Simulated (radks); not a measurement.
The nitrogen anion N-, [He] 2s2 2p4, held by a Watson sphere: a shell of charge +1 at radius R that stands for the Madelung well of a crystal (potential energy -1/R inside, -1/r outside, in hartree with lengths in bohr). Calculated with a radial shooting solver on a logarithmic mesh with Libxc functionals: non-relativistic Kohn-Sham, LDA (Slater exchange, Perdew-Wang correlation), spin-unpolarised, spherical densities, point nucleus. Response by self-consistent Sternheimer equations with the Hartree and adiabatic LDA kernel. The sphere does not respond.

| R (bohr) | e(1s) (eV) | e(2s) (eV) | e(2p) (eV) | <r> 2p (bohr) | sum of <r^2> (bohr^2) | X-ray form factor at sin(theta)/lambda = 0.2 1/angstrom | alpha (bohr^3) |
|---|---|---|---|---|---|---|---|
| 2.15 | -378.07 | -17.670 | -6.720 | 1.622 | 18.80 | 4.749 | 14.85 |
| 2.16 | -378.06 | -17.647 | -6.701 | 1.624 | 18.84 | 4.747 | 14.93 |
| 2.89 | -377.49 | -16.208 | -5.453 | 1.718 | 21.01 | 4.645 | 21.94 |
| 3.39 | -377.02 | -15.451 | -4.745 | 1.766 | 22.24 | 4.613 | 27.77 |
| 3.4 | -377.01 | -15.437 | -4.732 | 1.767 | 22.26 | 4.613 | 27.90 |
| 3.45 | -376.97 | -15.370 | -4.668 | 1.771 | 22.37 | 4.611 | 28.53 |
| 3.5 | -376.92 | -15.304 | -4.605 | 1.775 | 22.49 | 4.609 | 29.16 |
| 3.59 | -376.84 | -15.189 | -4.494 | 1.782 | 22.68 | 4.605 | 30.33 |
| 3.98 | -376.49 | -14.734 | -4.049 | 1.810 | 23.48 | 4.595 | 35.64 |
